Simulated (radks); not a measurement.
All-electron atom: Rb in [Kr] 5p1 (not the ground configuration). All-electron calculation, Dirac Kohn-Sham, RPBE, spin-unpolarised, spherical densities, finite nucleus; open shells fill j = l - 1/2 first; Fermi nuclear charge, rms radius 4.2036 fm. Program: a radial shooting solver on a logarithmic mesh with Libxc functionals. Some entries of the table are withheld. Estimate them.

orbital,occ.,eigenvalue (eV),<1/r> (bohr^-1),r(max) (bohr)
1s1/2,2,-15030.32,37.88,0.02628
2s1/2,2,-2008.713,8.504,0.1496
2p1/2,2,-1821.643,8.472,0.1173
2p3/2,4,-1760.869,8.161,0.1207
3s1/2,2,-299.3812,2.824,0.4511
3p1/2,2,-232.3827,2.711,0.4407
3p3/2,4,-223.2560,2.636,0.4495
3d3/2,4,-106.1841,2.402,(1)
3d5/2,6,-104.6343,2.383,(2)
4s1/2,2,-33.2465,0.9201,1.264
4p1/2,2,-17.9061,0.7833,(3)
4p3/2,4,-17.0277,0.7642,(4)
5p1/2,1,-1.3612,0.1706,6.278
5p3/2,0,-1.3302,0.1680,6.361

Answer. 
(1) 3d3/2 r(max) (bohr): 0.3918
(2) 3d5/2 r(max) (bohr): 0.3945
(3) 4p1/2 r(max) (bohr): 1.411
(4) 4p3/2 r(max) (bohr): 1.440
